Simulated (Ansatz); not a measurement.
`N[SiH](O)[SnH3]` at its PBE0-D4/def2-TZVP geometry, where that method's forces vanish. The species carries charge 0 and has multiplicity 1. Sn takes the def2 core potential.

```
atom   x (Å)   y (Å)   z (Å)
  N1  -1.319   1.369   0.248
 Si2  -0.788  -0.170  -0.251
  O3  -1.358  -1.361   0.746
 Sn4   1.784  -0.171  -0.230
  H5  -2.253   1.682   0.036
  H6  -0.972   1.793   1.093
  H7  -1.323  -0.370  -1.626
  H8  -1.020  -2.250   0.621
  H9   2.448   0.536  -1.636
 H10   2.415  -1.760  -0.115
 H11   2.386   0.701   1.115
```

Task: For each bond, give half the difference of the two atoms' forces along it (eV/Å; positive pushes the atoms apart) under PBE-D4, r2SCAN-D4, B3LYP-D4, ωB97M-V in def2-TZVPP. (Best estimate.)

Result: Computed: 
| bond | length (Å) | PBE-D4 | r2SCAN-D4 | B3LYP-D4 | ωB97M-V |
| --- | --- | --- | --- | --- | --- |
| N1–Si2 | 1.704 | 0.06 | 0.00 | 0.06 | 0.08 |
| N1–H5 | 1.007 | 0.19 | 0.02 | -0.01 | -0.03 |
| N1–H6 | 1.007 | 0.19 | 0.02 | -0.02 | -0.03 |
| Si2–O3 | 1.655 | 0.28 | 0.05 | 0.13 | 0.13 |
| Si2–Sn4 | 2.572 | -0.16 | -0.02 | 0.04 | -0.06 |
| Si2–H7 | 1.489 | 0.01 | -0.04 | -0.15 | -0.17 |
| O3–H8 | 0.959 | 0.34 | 0.03 | -0.02 | -0.06 |
| Sn4–H9 | 1.709 | 0.10 | 0.00 | 0.03 | -0.05 |
| Sn4–H10 | 1.714 | 0.10 | -0.01 | 0.03 | -0.06 |
| Sn4–H11 | 1.712 | 0.10 | 0.00 | 0.03 | -0.06 |

B3LYP here is the variant with VWN-RPA as its local correlation; programs differ in this.
